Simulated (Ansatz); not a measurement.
`FC[SiH2]CCl` → `FCCCl` + `[SiH2]`  (silylene formation by 1,1-elimination)

Calculated with Ansatz (gas phase, PBE0-D4/def2-TZVP geometries, no zero-point term in ΔE). CCSD(T)/CBS adds triple-zeta CCSD(T) − MP2 to the extrapolated MP2 energy (def2 sets, frozen cores). This one scheme is used for every species. Functionals use def2-TZVPP. B3LYP here is the variant with VWN-RPA as its local correlation; programs differ in this. One conformer a species, not always the lowest.

Task: Is it downhill or uphill in electronic energy at CCSD(T)/CBS, and by how much? (An estimate is asked.)

Result: Computed: Uphill: ΔE = +2.41 eV.

Task: What do these levels give: r2SCAN, B3LYP, HF/def2-TZVPP, HF/def2-QZVPP, MP2/CBS(def2), CCSD/CBS(def2)? (Best estimate.)

Result: The calculation gave: r2SCAN 2.61, B3LYP 2.24, HF/def2-TZVPP 2.10, HF/def2-QZVPP 2.11, MP2/CBS(def2) 2.62, CCSD/CBS(def2) 2.35 eV.

Largest T1 diagnostic among the species: 0.014.

The D4 term adds +0.15 eV with B3LYP and +0.08 eV with PBE0; it sums over pairs of atoms, weighted by their polarisabilities, and B3LYP, whose exchange is more repulsive, gets the larger term. From PBE to PBE0 (25 % exact exchange), in def2-TZVPP and without D4, ΔE moves by +0.06 eV.
